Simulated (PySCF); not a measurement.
# Spectroscopy problems

[PySCF 2.14: PBE0/pcSseg-1 with gauge-including orbitals; GFN2-xTB structure; single conformer; relativity neglected; isolated molecule; fast rotation and ring inversion assumed for equivalent nuclei]

Referencing at the same level of theory: TMS for ¹H (σref 31.72), ¹³C (σref 186.93). Where no couplings were computed, multiplicities follow the n + 1 count of equivalent neighbours, and m marks all less simple cases (inequivalent or close neighbours, rings, F or P nearby). Shifts are as computed. Against solution values, carbons near 30 ppm lie about +3 ppm off and those near 130 ppm about +5 ppm. Of 1211 compounds with measured shifts, 218 miss one by over three times the rms of a fit or turn the order of signals round; such compounds aren't used in these exercises. OH and NH positions are gas-phase values without hydrogen bonding to other molecules.

(1) C$_{5}$H$_{9}$NOSi$_{2}$. ¹H NMR (300 MHz, computed): δ 5.27 (m, 1H), 5.00 (m, 1H), 4.76 (m, 1H), 3.85 (m, 1H), 2.85 (s, 1H), 1.43 (m, 1H), 1.41 (m, 1H), 0.99 (br s, 2H). ¹³C{¹H} NMR (computed): δ 194.5, 89.3, 84.1, 69.7, 14.6. Identify the compound.

(2) C$_{6}$H$_{16}$Si$_{2}$. ¹H NMR (400 MHz, computed): δ 5.36 (q, 1H), 4.17 (d, 3H), 3.95 (t, 3H), 2.52 (sept, 1H), 1.87 (q, 2H), 1.12 (d, 6H). ¹³C{¹H} NMR (computed): δ 177.6 (C), 114.6 (CH), 42.5 (CH), 23.4 (CH3), 18.1 (CH2). What is it?

Answers

(1) `[Si@H]1(N)[C@H](C(C#C)=O)C[SiH2]1`. Rings plus π bonds: 4 (1 ring in the answer). 5 carbon signals for 5 carbons: no two carbons are equivalent. Carbon types of the structure: 2 × C, 2 × CH, 1 × CH2, leaving 5 H on heteroatoms. δC 194.5: carbonyl carbon of an ynone. δC 89.3: terminal alkyne carbon; the triple bond shields along its axis, which puts it between sp3 and sp2 carbons. δC 84.1: alkyne carbon; sp carbons lie upfield of alkene carbons because the cylindrical π system leaves one tensor component strongly shielded. δC 69.7: sp3 CH bonded to Si, α to a carbonyl.

The data come from this structure; uniqueness wasn't tested.

(2) `CC(C)/C(=C\[SiH3])C[SiH3]`. Rings plus π bonds: 1 (no ring in the answer). 5 carbon signals for 6 carbons: some carbons are equivalent by symmetry or fast rotation. Carbon types of the structure: 1 × C, 2 × CH, 1 × CH2, 2 × CH3, leaving 6 H on heteroatoms. δC 177.6: fully substituted alkene carbon. δC 114.6: alkene CH; the olefinic region. δH 5.36: hydrogen on an alkene CH; a vinylic proton, deshielded by the sp2 carbon and the C=C anisotropy. δH 1.87: hydrogen on an allylic sp3 CH2 bonded to Si; allylic position.

The data come from this structure; uniqueness wasn't tested.
